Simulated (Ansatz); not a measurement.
Geometry optimisation, RKS B3LYP-D4/def2-SVP in Ansatz 0.2.0.

input.yaml

```yaml
crystal:
  periodic: [false, false, false]
  atoms:
    - { symbol: Ta, position_ang: [0.0, 0.0, 0.0] }
    - { symbol: Cl, position_ang: [2.82, 0.0, 0.0] }
    - { symbol: Cl, position_ang: [0.0, 0.0, 2.47] }
    - { symbol: Cl, position_ang: [0.0, 0.0, -2.47] }
    - { symbol: F, position_ang: [-0.965, 1.6714, 0.0] }
    - { symbol: Cl, position_ang: [-1.235, -2.139, 0.0] }
    - { symbol: F, position_ang: [0.7032, -1.7912, 1.127] }
    - { symbol: H, position_ang: [1.9024, -1.3122, 0.8256] }
basis:
  gaussian: { orbitals: def2-SVP }
hamiltonian:
  xc: b3lyp
  dispersion: d4
relax:
  f_tol: 0.15
  max_steps: 25
  restrain:
    - { distance: [0, 6], at: 3.13, k: 30.0 }
    - { distance: [7, 1], at: 2.57, k: 30.0 }
    - { distance: [0, 1], at: 2.47, k: 30.0 }
    - { distance: [7, 6], at: 0.92, k: 30.0 }
```

Launched with:

```bash
$ ansatz run input.yaml --threads 4 --pin off --max-ram 5120MiB --backend cpu --events-out ev --progress --plain --runs-dir out
```

Question: Where does it end, and by what steps?

Answer: It converged. The restraints hold the end off the free minimum. After 11 steps the energy has fallen by 3.806 eV (the restraints' own energy left out); F7 moved furthest, 1.01 Å. Parted: Ta1–F7 (2.23 → 3.12 Å). Joined: F7–H8 (1.33 → 0.93 Å).

```csv
step,energy less start (eV),largest force component (eV/Å),accepted
0,0.0000,6.258,yes
1,-0.8696,5.669,yes
2,-1.5830,4.264,yes
3,-2.4265,3.350,yes
4,-3.3879,1.438,yes
5,-3.6157,1.243,yes
6,-3.7278,1.106,yes
7,-3.7604,1.289,yes
8,-3.7936,1.035,yes
9,-3.7886,1.053,no
10,-3.8006,0.986,yes
11,-3.8057,1.069,yes
```

```xyz
8
Properties=species:S:1:pos:R:3
Ta -0.110 0.152 0.037
Cl 2.301 0.435 0.260
Cl -0.239 0.502 2.341
Cl 0.289 -0.294 -2.222
F -1.008 1.723 -0.341
Cl -1.621 -1.569 0.156
F 1.393 -2.466 0.829
H 2.222 -2.053 0.891
```

The run took 38 s on 4 threads of Arm Neoverse V2, on a shared host, peak memory 0.42 GiB.
